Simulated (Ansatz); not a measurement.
**C2H2F3I (1,1,1-trifluoro-2-iodoethane): entropy by statistical mechanics**

A singlet with charge 0, relaxed at PBE0-D4/def2-TZVP (core potential) (Ansatz 0.2.0):

```xyz
8

F    -0.6283   -1.0420    1.2442
C     0.2438   -0.6639    0.3091
F     1.4172   -0.4491    0.9045
F     0.4045   -1.6997   -0.5310
C    -0.2329    0.5308   -0.4760
I    -0.5329    2.2549    0.7258
H    -1.1818    0.2893   -0.9478
H     0.5104    0.7798   -1.2289
```

Harmonic wavenumbers in cm⁻¹: 84, 135, 292, 352, 518, 536, 635, 688, 835, 863, 1076, 1142, 1241, 1297, 1317, 1454, 3134, 3207.

Masses in u: F 18.998, C 12.011, I 126.904, H 1.008. Take T = 298.15 K, p = 1 bar, R = 8.3145 J/(mol K), kT/hc = 207.22 cm⁻¹, rigid rotor and harmonic oscillator.

Compute the standard molar entropy.


1. Translation (Sackur–Tetrode): S = R[3/2 ln M + 5/2 ln T − 1.1517] with M = 209.936 gives 175.5 J/(mol K).
2. Rotation: principal moments 94.575, 578.389, 581.395 u Å² give A, B, C = 0.1782, 0.0291, 0.029 cm⁻¹; the symmetry number is σ = 1; q = (√π/σ)√((kT/hc)³/ABC) = 431145; S = R(ln q + 3/2) = 120.3.
3. Vibration: with u = ν̃/207.22, each mode gives R[u/(eᵘ − 1) − ln(1 − e⁻ᵘ)]; the sum is 49.2, most from 84 cm⁻¹ (15.9), 135 cm⁻¹ (12.0), 292 cm⁻¹ (6.1).
4. Electronic: R ln 1 = 0.0, from the spin multiplicity alone.
5. Sum: 175.5 + 120.3 + 49.2 + 0.0 = 345.0 J/(mol K).

No measured value is set beside it here. Where a soft mode is a torsion, a harmonic oscillator describes it poorly.
